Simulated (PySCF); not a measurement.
Computed with PBE0-D3(BJ)/def2-TZVP // PBE0-D3(BJ)/def2-SVP in PySCF. Isolated molecules, 0 K electronic values unless said otherwise. One relaxed conformer stands for a flexible species; it need not be the lowest. Delta-SCF ions had no search for a lower state. Excitations are Tamm–Dancoff values on a coarser integration grid. The basis has no diffuse functions, so Rydberg states are missing or too high.

Reference species (SMILES): `C=Cc1ccc(C(F)(F)F)cc1` (C–C–C–C torsion 179°) (neutral, multiplicity 1).

```yaml
vertical ionisation energy (Delta-SCF): 8.70 eV
HOMO–LUMO gap: 5.36 eV
T1 excitation (TDA): 3.08 eV
LUMO: -1.67 eV
```

Changed species: `c1(/C=C\C(F)(F)F)ccccc1` (C–C–C–C torsion 152°).

Question: What does the change do to the vertical ionisation energy (Delta-SCF), HOMO–LUMO gap, T1 excitation (TDA) and LUMO?

Answer: the vertical ionisation energy (Delta-SCF) increases by 0.07 eV, to 8.77 eV; the HOMO–LUMO gap increases by 0.12 eV, to 5.48 eV; the T1 excitation (TDA) rises by 0.14 eV, to 3.22 eV; the LUMO goes up by 0.05 eV, to -1.62 eV.
